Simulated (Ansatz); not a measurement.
`[SnH3][CH]1C[SiH2]1` + `[AlH2][SH]` → `[AlH2][S][SnH3]` + `C1C[SiH2]1`  (ligand exchange at the Sn–C bond)

Gas-phase electronic energies from Ansatz, PBE0-D4/def2-TZVP geometries. CBS: MP2 limit from def2 TZ/QZ plus the TZ coupled-cluster correction, frozen cores. This one scheme is used for every species. Functionals use def2-TZVPP. B3LYP here is the variant with VWN-RPA as its local correlation; programs differ in this. Elements past krypton have def2 core potentials. For Sn outer-core shells are correlated without core-valence functions, which leaves a few kJ/mol of doubt a bond.

```csv
level,ΔE (kJ/mol),difference from CCSD(T)/CBS
r2SCAN-D4,-80.3,-6.6
PBE0-D4,-79.2,-5.5
B3LYP-D4,-77.8,-4.1
ωB97X-V,-76.5,-2.8
ωB97M-V,-76.5,-2.8
PBE,-78.4,-4.7
PBE0,-80.6,-6.9
CCSD/def2-TZVPP,-70.3,3.4
HF/def2-QZVPP,-87.2,-13.5
MP2/def2-QZVPP,-71.4,2.3
CCSD(T)/CBS,-73.7,0
```

Largest T1 diagnostic among the species: 0.013.

In def2-TZVPP, CCSD(T) changes the Hartree–Fock value by +18.1 kJ/mol (the triples alone add +1.3 kJ/mol) and MP2 by +18.5 kJ/mol.
